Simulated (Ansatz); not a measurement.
Species: (2-methylpropan-2-yl)oxyboronic acid, C4H11BO3 (charge 0, singlet). 
Coordinates optimised at B3LYP-D3(BJ)/def2-TZVP (Ansatz, a quantum-chemistry and plane-wave program):
SMILES: OB(O)OC(C)(C)C
```xyz
19

C     -1.2499     0.9599    -1.0971
C     -1.0531    -0.1174    -0.0327
C     -1.2686     0.4381     1.3733
C     -1.9830    -1.2984    -0.2892
O      0.2820    -0.6722    -0.1398
B      1.4611    -0.0111     0.0087
O      2.6369    -0.7123    -0.1305
O      1.5348     1.3301     0.2925
H     -2.2794     1.3213    -1.0773
H     -1.0511     0.5493    -2.0883
H     -0.5837     1.8035    -0.9263
H     -1.0828    -0.3387     2.1167
H     -2.2988     0.7799     1.4866
H     -0.6025     1.2768     1.5679
H     -3.0259    -0.9838    -0.2306
H     -1.8006    -1.7159    -1.2801
H     -1.8136    -2.0814     0.4508
H      2.4826    -1.6411    -0.3279
H      2.4474     1.6277     0.3622
```

Basis-set convergence of Hartree-Fock and MP2 correlation energies (hartree) with Ansatz. Valence correlation only, unless marked. No spin-orbit coupling. No relativistic terms.

```
basis        functions       E(HF)  E(corr, MP2)
-----------  ---------  ----------  ------------
aug-cc-pVDZ        283  -407.38199      -1.27893
aug-cc-pVTZ        621           …             …
```

Q: Complete the blanks.

A: 
- aug-cc-pVTZ, E(HF): -407.48802
- aug-cc-pVTZ, E(corr, MP2): -1.54406
